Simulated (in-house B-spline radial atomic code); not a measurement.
A run on neutral argon that did not converge. Method: non-relativistic B3LYP, spin-polarised, spherical fractional occupations, point nucleus; computed with a B-spline radial code for spherical atoms.

Command:
```bash
python run_scf.py task.json out
```
Settings:
```
Z                18
configuration    [Ne] 3s2 3p5.875 3d0.125
hamiltonian      nr
method           b3lyp
spin_polarised   True
```

First and last ten iterations of the last attempt (damped for 15 steps, keeping 80 % of the old Fock matrix, then DIIS):
```
 iter        energy (Eh)    residual
    1        -525.355160    2.60e-01
    2        -526.456174    1.59e-01
    3        -526.963570    1.08e-01
    4        -527.241223    7.09e-02
    5        -527.407143    4.54e-02
    6        -527.464016    3.04e-02
    7        -527.490586    2.01e-02
    8        -527.502633    1.32e-02
    9        -527.507968    8.56e-03
   10        -527.510293    5.53e-03
  111        -527.512074    2.45e-06
  112        -527.512075    2.19e-06
  113        -527.512075    5.90e-06
  114        -527.512075    3.92e-06
  115        -527.512075    4.76e-06
  116        -527.512075    4.82e-06
  117        -527.512075    2.98e-06
  118        -527.512075    2.40e-06
  119        -527.512075    3.89e-06
  120        -527.512074    3.26e-06
 not converged after 120 iterations
```

The smallest residual met was 1.8e-06; the threshold is about 2e-07. Over the last five steps the energy moves by less than 5e-07 hartree, but the orbitals didn't meet the threshold. Time taken, with all properties: 1.7 s on 1 thread of Intel(R) Xeon(R) 6975P-C, with other jobs on the host.
